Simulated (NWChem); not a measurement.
# SbCl2 cation; SMILES [Cl][Sb+][Cl]

```xyz
3

Sb     0.0000     0.0000     0.5865
Cl     1.7859     0.0000    -0.8872
Cl    -1.7859     0.0000    -0.8872
```
Atoms are numbered in this order, from 1.

Level: PBE-D3(BJ)/def2-SVP with def2 effective core potentials on Sb (NWChem), optimised geometry, unscaled harmonic frequencies. def2 effective core potentials on Sb; no spin-orbit coupling.

| frequency (cm⁻¹) | IR intensity (km/mol) |
|---|---|
| 130 | 2.0 |
| 407 | 44.2 |
| 409 | 13.9 |

```json
{
  "zero_point_energy": "1.4 kcal/mol",
  "thermal correction to the enthalpy at 298.15 K (with zero-point energy)": "4.5 kcal/mol",
  "heat capacity Cv": "10.8 cal/(mol K)",
  "entropy at 298.15 K and 1 atm (symmetry number 2)": "72.3 cal/(mol K)"
}
```

Rigid rotor and harmonic oscillator.
